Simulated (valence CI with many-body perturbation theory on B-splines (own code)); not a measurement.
**Energy levels of Pb⁶⁹⁺**

Method: valence CI with perturbative core correlation (CI+MBPT): three valence electrons over a frozen Dirac-Fock core [Ne], a basis of 11 s, 11 p, 10 d, 8 f, 5 g, 2 h functions for each j, with the one-electron correlation potential Σ1 (screened to all orders), the two-electron term Σ2, the three-electron term Σ3, Breit, model QED; selected single and double excitations, second order for the rest, scaled by the run's own slope (own B-spline code, finite nucleus).

The last digits are not significant, and no measured levels were compared; by estimate large intervals hold to a few tenths of a per cent, small ones and those within an open d or f shell to about a per cent.

Levels 46 to 90 of 157, with energies above the lowest level, (3s^2 3p1/2) J=1/2. "Leading %" is the weight of the configuration and term that name the level; weights of strongly mixed levels are sums over their largest components and can fall short. In the jj column 3d3/2^4 stands for four electrons in 3d with j = 3/2. Lifetimes count E1, E2, E3, M1 and M2 decay at the calculated energies, and are blank where another channel may lead or the interval is too uncertain; long ones can be off by a factor of two.

```tsv
No.	Configuration	Term	J	E (× 10³ cm⁻¹)	Leading %	Lifetime	g	Leading jj
46	3p²3d	²D	3/2	14921	30	126 fs	1.033	3p1/2 3p3/2 3d3/2 (76 %)
47	3p²3d	²D	5/2	14931	27	142 fs	1.116	3p1/2 3p3/2 3d3/2 (83 %)
48	3p²3d	⁴P	1/2	14966	30	159 fs	1.685	3p1/2 3p3/2 3d3/2 (84 %)
49	3s3d²	⁴F	3/2	15156	63	96.3 fs	0.623	3s 3d3/2^2 (75 %)
50	3s3d²	⁴F	5/2	15290	38	81.4 fs	1.060	3s 3d3/2^2 (74 %)
51	3s3d²	⁴P	1/2	15466	51	81.8 fs	2.169	3s 3d3/2^2 (82 %)
52	3p²3d	⁴D	7/2	15706	48	252 fs	1.293	3p1/2 3p3/2 3d5/2 (97 %)
53	3p²3d	²G	9/2	15771	58	493 fs	1.167	3p1/2 3p3/2 3d5/2 (90 %)
54	3p²3d	²P	3/2	15812	51	271 fs	1.320	3p1/2 3p3/2 3d5/2 (94 %)
55	3p²3d	²D	5/2	15847	45	317 fs	1.112	3p1/2 3p3/2 3d5/2 (90 %)
56	3p²3d	²F	7/2	15951	46	445 fs	1.135	3p1/2 3p3/2 3d5/2 (73 %)
57	3p²3d	⁴P	5/2	15974	43	225 fs	1.261	3p1/2 3p3/2 3d5/2 (93 %)
58	3p²3d	²P	1/2	16069	43	448 fs	1.228	3p1/2 3p3/2 3d5/2 (83 %)
59	3p²3d	²D	3/2	16107	58	232 fs	0.945	3p1/2 3p3/2 3d5/2 (91 %)
60	3s3d²	⁴F	5/2	16192	50	204 fs	1.158	3s 3d3/2 3d5/2 (97 %)
61	3s3d²	⁴F	7/2	16198	71	159 fs	1.174	3s 3d3/2 3d5/2 (77 %)
62	3s3d²	⁴P	3/2	16252	82	210 fs	1.531	3s 3d3/2 3d5/2 (99 %)
63	3s3d²	²G	9/2	16344	60	159 fs	1.171	3s 3d3/2 3d5/2 (88 %)
64	3s3d²	²F	5/2	16408	47	131 fs	1.120	3s 3d3/2 3d5/2 (84 %)
65	3s3d²	²G	7/2	16410	71	190 fs	0.953	3s 3d3/2 3d5/2 (93 %)
66	3s3d²	²P	3/2	16465	37	133 fs	1.078	3s 3d3/2 3d5/2 (83 %)
67	3p3d²	⁴G°	5/2	16504	52	806 fs	0.736	3p1/2 3d3/2^2 (100 %)
68	3s3d²	²P	1/2	16550	55	117 fs	1.226	3s 3d3/2 3d5/2 (79 %)
69	3p3d²	²D°	3/2	16905	42	121 fs	0.776	3p1/2 3d3/2^2 (99 %)
70	3p3d²	²P°	1/2	16906	46	230 fs	0.641	3p1/2 3d3/2^2 (99 %)
71	3s3d²	⁴F	9/2	17233	68	985 fs	1.247	3s 3d5/2^2 (98 %)
72	3s3d²	²D	5/2	17370	51	846 fs	1.320	3s 3d5/2^2 (98 %)
73	3s3d²	²F	7/2	17446	64	779 fs	1.093	3s 3d5/2^2 (94 %)
74	3s3d²	²P	3/2	17501	48	672 fs	1.089	3s 3d5/2^2 (94 %)
75	3p3d²	⁴G°	7/2	17658	55	2.20 ps	1.002	3p1/2 3d3/2 3d5/2 (100 %)
76	3s3d²	²S	1/2	17673	65	678 fs	1.872	3s 3d5/2^2 (96 %)
77	3p3d²	²D°	5/2	17689	24	1.41 ps	1.050	3p1/2 3d3/2 3d5/2 (100 %)
78	3p3d²	⁴D°	3/2	17751	41	1.60 ps	1.143	3p1/2 3d3/2 3d5/2 (100 %)
79	3p3d²	⁴P°	1/2	17780	49	1.71 ps	1.762	3p1/2 3d3/2 3d5/2 (100 %)
80	3p3d²	²H°	9/2	17798	54	2.33 ps	1.004	3p1/2 3d3/2 3d5/2 (100 %)
81	3p³	²P°	3/2	17860	51	69.4 fs	1.301	3p3/2^3 (99 %)
82	3p3d²	⁴D°	5/2	18014	28	179 fs	1.131	3p1/2 3d3/2 3d5/2 (99 %)
83	3p3d²	²F°	7/2	18065	48	197 fs	1.098	3p1/2 3d3/2 3d5/2 (99 %)
84	3p3d²	²P°	3/2	18114	33	164 fs	1.334	3p1/2 3d3/2 3d5/2 (99 %)
85	3p3d²	⁴D°	7/2	18910	38	1.12 ps	1.223	3p1/2 3d5/2^2 (99 %)
86	3p3d²	²G°	9/2	18958	33	1.46 ps	1.114	3p1/2 3d5/2^2 (99 %)
87	3p3d²	²P°	3/2	19016	29	1.01 ps	1.313	3p1/2 3d5/2^2 (100 %)
88	3p3d²	²F°	5/2	19043	39	1.16 ps	1.084	3p1/2 3d5/2^2 (99 %)
89	3p3d²	²P°	1/2	19284	71	880 fs	0.642	3p1/2 3d5/2^2 (98 %)
90	3p²3d	²D	3/2	19632	33	73.9 fs	1.146	3p3/2^2 3d3/2 (99 %)
```
